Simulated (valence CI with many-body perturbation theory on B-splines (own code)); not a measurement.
# Ag34+: key properties

Method: valence CI with perturbative core correlation (CI+MBPT): three valence electrons over a frozen Dirac-Fock core [Ne], a basis of 9 s, 9 p, 8 d, 6 f, 3 g, 1 h functions for each j, with the one-electron correlation potential Σ1, the two-electron term Σ2, the three-electron term Σ3, Breit, model QED; selected CI, second order for the rest, scaled by the run's own slope (own B-spline code, finite nucleus).

The last digits are not significant, and no measured levels were compared; by estimate large intervals hold to a few tenths of a per cent, small ones and those within an open d or f shell to about a per cent.

Levels are named by their leading jj configuration (3d3/2^4 stands for four electrons in 3d with j = 3/2), which in mixed levels can hold well under half, so a name can repeat and another be missing.

Rates and lifetimes use the calculated energies. Strong lines usually hold to 10 to 20 %, long lifetimes can be off by a factor of two.

Q: What is the ground level?

A: (3s^2 3p1/2) J=1/2, composition 99 % 3s2 3p 2P°, g = 0.660.

Q: What is the ionisation energy?

A: 2152.2 eV; NIST lists 2131 ± 10 eV (semi-empirical).

Q: Name the longest-lived excited levels whose lifetime is computed, and their main decay.

A: (3s 3p3/2 3d5/2) J=9/2 at 2268500 cm⁻¹ lives 3.82 μs, mostly by M1 to (3s 3p1/2 3d5/2) J=7/2; (3s^2 3p3/2) J=3/2 at 347300 cm⁻¹ lives 2.65 μs, mostly by M1 to (3s^2 3p1/2) J=1/2.

Q: Among levels below 2478800 cm⁻¹, which E1 lines absorb most strongly from the ground level?

A: to (3s^2 3d3/2) J=3/2 at 7.218 nm, f = 0.349; to (3s 3p1/2 3p3/2) J=1/2 at 8.746 nm, f = 0.193; to (3s 3p1/2 3p3/2) J=3/2 at 9.316 nm, f = 0.102.

Q: Where does the other parity begin?

A: At (3s 3p1/2^2) J=1/2, 652670 cm⁻¹.

Q: How well does LS coupling describe the low levels?

A: Among the lowest 20 levels the leading LS term, summed over configurations, holds 71 % on average. For single configurations the figures are 66 % in LS and 84 % in jj coupling. Terms mix most in the J = 3/2 level at 1759500 cm⁻¹, where the leading one holds 39 %.

Q: What are the static dipole polarisabilities of the lowest levels?

A: (3s^2 3p1/2) J=1/2 0.0237 bohr³, of which the core gives 0.000354.
